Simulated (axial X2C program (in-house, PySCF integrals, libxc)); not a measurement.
**Low determinants of TaH⁻ at the PBE0 level, 2c**

Calculated with an axial X2C code built on PySCF integrals. Two-component (2c) means X2C with spin–orbit coupling and atomic mean-field two-electron Coulomb and Gaunt terms. Basis: Ta dyall-acv3z [14s15p10d7f4g], H dyall-av3z [7s3p2d] (cores contracted in-house); Gaussian nuclei, density fitting, unrestricted open shells. Masses: Ta 180.948 u, H 1.008 u.

Search at 1.780 Å (vertical energies from the lowest determinant):

| ΔE (eV) | state | electrons beyond evenly filled partner blocks | electrons in ±ω = 1/2, 3/2, 5/2, 7/2 |
| --- | --- | --- | --- |
| 0.00 | Ω = 1/2 | ω = 1/2 | 43 22 8 2 |
| 0.19 | Ω = 1/2 | ω = -1/2, ω = -3/2, ω = 5/2 | 43 21 9 2 |
| 0.39 | Ω = 5/2 | ω = 5/2 | 42 22 9 2 |
| 0.40 | Ω = 7/2 | ω = -1/2, ω = 3/2, ω = 5/2 | 43 21 9 2 |
| 0.64 | Ω = 5/2 | ω = -1/2, 2 × ω = 3/2 | 43 22 8 2 |
| 0.73 | Ω = 3/2 | ω = 1/2, ω = -3/2, ω = 5/2 | 43 21 9 2 |
| 0.74 | Ω = 5/2 | 2 × ω = 1/2, ω = 3/2 | 44 21 8 2 |

Lowest determinant, Ω = 1/2 (⟨Sz⟩ = -1.46, ⟨Lz⟩ = 1.96 at PBE0): Re = 1.807 Å, ωe = 1562.7 cm⁻¹.

The determinant in row 2 of the search, Ω = 1/2 (⟨Sz⟩ = 1.47, ⟨Lz⟩ = -0.97 at PBE0), was followed along the bond at PBE0; measured from the minimum of the lowest determinant it gives:

Te = 0.182 eV (1469 cm⁻¹), Re = 1.827 Å, ωe = 1557.9 cm⁻¹.

Question: Compare the bond of the determinant in row 2 with that of the lowest one.

Answer: At PBE0 its Re is 0.020 Å longer and its force constant, which goes as ωe², is 0.99 times that of the lowest determinant. T0 ≈ Te + Δωe/2 = 1469 + (-2) = 1467 cm⁻¹.

The search compares states at one distance, so a state with another bond length can lie lower; it is not exhaustive and yields mostly the lowest determinant of each block pattern, so other components and higher states of one pattern are missing. These are energies of single determinants, not of spin-adapted states; PBE0 term energies can be off by some tenths of an eV, and the functional has no current term. The lowest determinant need not be the ground state where others lie within half an eV. For an anion, determinants above electron detachment are held by the basis set. Row 1 has a positive highest level at its minimum. Row 2 has a positive highest level at its minimum.
